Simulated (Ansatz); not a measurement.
Reaction (ligand exchange at the Al–C bond): `[CH3][Al]([F])[CH2]F` + H₂S → `[CH3][Al]([F])[SH]` + `CF`

Isolated molecules relaxed with PBE0-D4/def2-TZVP in Ansatz; ΔE leaves out vibrations. CCSD(T)/CBS adds triple-zeta CCSD(T) − MP2 to the extrapolated MP2 energy (def2 sets, frozen cores). This one scheme is used for every species. DFT in def2-TZVPP. One conformer a species, not always the lowest.

`[CH3][Al]([F])[CH2]F`:

Cartesian coordinates in Å:
```
C 0.986 -1.443 0.106
Al 0.423 0.325 -0.441
F 1.339 1.194 -1.513
C -1.218 1.245 0.163
F -1.916 0.424 1.059
H 2.071 -1.502 0.229
H 0.510 -1.741 1.042
H 0.710 -2.185 -0.651
H -1.896 1.489 -0.664
H -1.009 2.194 0.672
```

H₂S:

Cartesian coordinates in Å:
```
S -0.250 -0.561 0.082
H -0.759 0.661 -0.133
H 1.009 -0.100 0.051
```

`[CH3][Al]([F])[SH]`:

Z-matrix (Å, degrees):
```
C
Al 1 1.934
H 1 1.092 2 112.6
H 1 1.094 2 110.4 3 120.9
H 1 1.094 2 110.5 3 -121.0
F 2 1.650 1 120.1 3 178.5
S 2 2.176 1 125.7 3 -1.6
H 7 1.344 2 92.4 1 0.1
```

`CF`:

Cartesian coordinates in Å:
```
C -0.020 0.005 0.058
F 0.422 -0.105 -1.241
H -0.604 0.922 0.159
H 0.843 0.039 0.727
H -0.642 -0.860 0.298
```

| level | ΔE (kcal/mol) |
| --- | --- |
| PBE-D4 | -31.7 |
| r2SCAN-D4 | -33.5 |
| ωB97M-V | -31.9 |
| PBE | -31.6 |
| r2SCAN | -33.5 |
| HF/def2-TZVPP | -35.1 |
| SCS-MP2/def2-TZVPP | -33.9 |
| CCSD(T)/def2-TZVPP | -33.2 |

Problem. What does CCSD(T)/CBS give? (Estimate.)

Solution. Ansatz gave: -33.4 kcal/mol. The listed levels differ from it by 1.7, -0.1, 1.5, 1.8, -0.1, -1.7, -0.5, 0.2 kcal/mol.

Largest T1 diagnostic among the species: 0.012.

From PBE to PBE0 (25 % exact exchange), in def2-TZVPP and without D4, ΔE moves by −1.4 kcal/mol.
